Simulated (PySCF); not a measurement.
# Pauling's electronegativity from computed bond energies: partners of Li

PBE in PySCF with def2-SVPD on every atom (core potentials on Rb, Cs), for the lowest determinant that a PBE0 search found; no spin–orbit coupling. De of Li2 is 0.89 eV.

```
 B  De(B₂) (eV)  De(LiB) (eV)
Rb         0.53          0.67
 H         4.45          2.36
 F         2.19          6.16
Cs         0.48          0.66
```

Question: With Δ = De(LiB) − [De(Li₂) + De(B₂)]/2, give Δ and the electronegativity difference √(Δ/eV).

Answer: 

```csv
B,Δ (eV),√Δ
Rb,-0.04,none (Δ < 0)
H,-0.31,none (Δ < 0)
F,4.62,2.15
Cs,-0.03,none (Δ < 0)
```

The rule was made for single bonds and measured bond energies; here it is fed with computed well depths. With the arithmetic mean Δ turns negative when the two homonuclear bonds differ much, as for alkali hydrides.

Closed-shell solutions of metal pairs were not tested for spin polarisation, which can lower them a little. Weak bonds: Cs2. Basis-set superposition, not corrected here, can be much of De in a small basis, most of all at correlated wavefunction levels. Functionals without a dispersion term scatter widely for such bonds, and LDA overbinds them. These are scalar-relativistic numbers at best; spin–orbit coupling would shift them, the dissociation energy most.
